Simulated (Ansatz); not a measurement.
Reaction (substitution at a C–Si bond): `C[SiH](Cl)CF` + `CBN` → `CBNCF` + `C[SiH2]Cl`

Calculated with Ansatz (gas phase, PBE0-D4/def2-TZVP geometries, no zero-point term in ΔE). CBS: MP2 limit from def2 TZ/QZ plus the TZ coupled-cluster correction, frozen cores. DFT in def2-TZVPP. Each species was taken in one conformer, which may not be the lowest.

```tsv
level	ΔE (eV)
PBE-D4	0.22
PBE0-D4	0.21
B2PLYP	0.19
HF/CBS(def2)	0.10
```

(1) What does CCSD(T)/CBS give? (Best estimate.)

Largest T1 diagnostic among the species: 0.012.

Answers

(1) The calculation gave: +0.22 eV. The listed levels differ from it by 0.00, -0.01, -0.03, -0.12 eV.

In def2-TZVPP, CCSD(T) changes the Hartree–Fock value by +0.08 eV (the triples alone add +0.00 eV) and MP2 by +0.10 eV. The D4 term adds +0.03 eV with B3LYP and +0.02 eV with PBE0; it sums over pairs of atoms, weighted by their polarisabilities, and B3LYP, whose exchange is more repulsive, gets the larger term.

B3LYP here is the variant with VWN-RPA as its local correlation; programs differ in this.
